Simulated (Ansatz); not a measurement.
B2Cl2H4O2 (`Cl[B@H-]1[OH+][B@H-](Cl)[OH+]1`), relaxed with RKS PBE-D4/def2-SVP in Ansatz from a rough embedded geometry. The force threshold is 0.03 eV/Å; the program also tests the step.

Total charge 0; spin multiplicity 1.

Start:

```xyz
10

Cl   -1.544   -0.813   -1.778
B    -0.537   -0.835   -0.192
O     0.847   -0.476   -0.447
B     0.672    0.656    0.479
Cl    1.611    0.532    2.016
O    -0.815    0.294    0.734
H    -0.590   -1.881    0.391
H     0.957   -0.089   -1.339
H     0.745    1.677   -0.063
H    -1.346    0.934    0.199
```

By how much does the energy fall, and how many steps does the optimiser take? (An estimate is asked.)

The calculation gave: 45.38 kJ/mol, in 7 steps, 1 of them rejected.

Which bonds change most? (Best estimate.)

The calculation gave: B2–O3 from 1.452 to 1.557 Å; O3–B4 from 1.473 to 1.569 Å; B2–O6 from 1.487 to 1.557 Å; B4–H9 from 1.158 to 1.218 Å.

Give the relaxed structure. (An estimate is asked.)

The calculation gave: 
```xyz
10

Cl   -1.500   -0.623   -1.792
B    -0.586   -0.923   -0.240
O     0.912   -0.528   -0.398
B     0.673    0.743    0.489
Cl    1.671    0.715    1.981
O    -0.794    0.254    0.758
H    -0.742   -2.011    0.266
H     1.117   -0.290   -1.324
H     0.705    1.773   -0.161
H    -1.455    0.890    0.420
```
